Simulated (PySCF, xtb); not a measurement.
CH5S, SMILES [SH2+]C, charge +1.

GFN2-xTB run with xtb at its own geometry gives an orbital gap of 6.48 eV.

The structure is a stationary point at B3LYP-D3(BJ)/def2-TZVP. The isomer is the one that the SMILES or the coordinates give; other isomers of the formula were not compared.

Question: What does CAM-B3LYP/def2-TZVPD (PySCF) give? (The exact figures need the calculation; the answer reports its results.)

Answer: gap 12.42 eV (levels -17.69 and -5.26 eV).
